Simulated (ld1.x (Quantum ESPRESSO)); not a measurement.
# Before and after: RRKJ potential for silicon (Si)

ld1.x (Quantum ESPRESSO) 7.5 input, shortened:

```
&input
   title='Si', zed=14., rel=1, dft='PZ', iswitch=3,
   config='[Ne] 3s2 3p1 3d-2'
 /
 &inputp
   pseudotype=2, tm=.false., lloc=0,
   nlcc=.true., rcore=1.40
 /
3
3P  2  1   1.00   0.00  2.20  2.20  0.0
3D  3  2  -2.00  -0.10  1.85  1.85  0.0
3S  1  0   2.00   0.00  1.55  1.55  0.0
 &test
   configts(1)='3s2 3p1'
 /
```

All-electron outer shells of the reference configuration (LDA (PZ), scalar-relativistic, ld1.x):

| shell | level (eV) | outermost node (bohr) | outermost maximum (bohr) |
| --- | --- | --- | --- |
| 3s | -19.11 | 0.72 | 1.73 |
| 3p | -11.75 | 0.71 | 2.01 |

Change: local potential the d channel.

Cutoffs: the cutoffs (Ry, on a coarse ladder) from which the occupation-weighted sum of valence levels, in a spherical-Bessel basis at the reference potential, stays within 10 and 1 mRy of its value at 400 Ry; they do not see the model core or the augmentation charge, which bear on the density cutoff. Errors are all-electron minus pseudo energies relative to the spin-unpolarised reference configuration.

Predict the effect on cutoff, ghosts and configuration errors.

The potential gets softer (21 Ry and 40 Ry → 18 Ry and 25 Ry); of the 9 tests that both files solve, the error grows in 1 and shrinks in 2 by more than 15 % and 0.3 meV (median size 7.4 → 6.5 meV); neither file shows a bound ghost.

| quantity | base | changed |
| --- | --- | --- |
| cutoff, loose | 21 Ry | 18 Ry |
| cutoff, tight | 40 Ry | 25 Ry |
| loose cutoff by channel (10 mRy a level) | p 6 Ry, s 12 Ry | s 15 Ry, p 6 Ry |
| bound ghosts | none | none |
| error for 3s2 3p2, meV [ΔE -7.83 eV] | +4.7 | +5.0 |
| error for 3s2 3p0, meV [ΔE 16.11 eV] | +14 | +15 |
| error for 3s1 3p0, meV [ΔE 50.26 eV] | +79 | +92 |
| error for 3s0 3p4, meV [ΔE 5.95 eV] | -11 | -5.4 |
| error for 3s2 3p2.3, meV [ΔE -8.79 eV] | +6.1 | +6.5 |
| error for 3s1 3p2, meV [ΔE 7.41 eV] | -3.2 | -1.4 |
| error for 3s2 3p1.5, meV [ΔE -4.86 eV] | +1.8 | +1.9 |
| error for 3s2 3p1 (spin-polarised), meV [ΔE -0.20 eV] | +7.4 | +7.3 |
| error for 3s2 3p2 (spin-polarised), meV [ΔE -8.44 eV] | +23 | +23 |
| s: phases at 2.41 bohr within 0.05 rad from the reference energy up to (Ry; the scan ends near 5) | 2.0 | 1.0 |
| p: phases at 2.41 bohr within 0.05 rad from the reference energy up to (Ry; the scan ends near 5) | 2.7 | 2.5 |
| d: phases at 2.41 bohr within 0.05 rad from the reference energy up to (Ry; the scan ends near 5) | 3.4 | 3.6 |
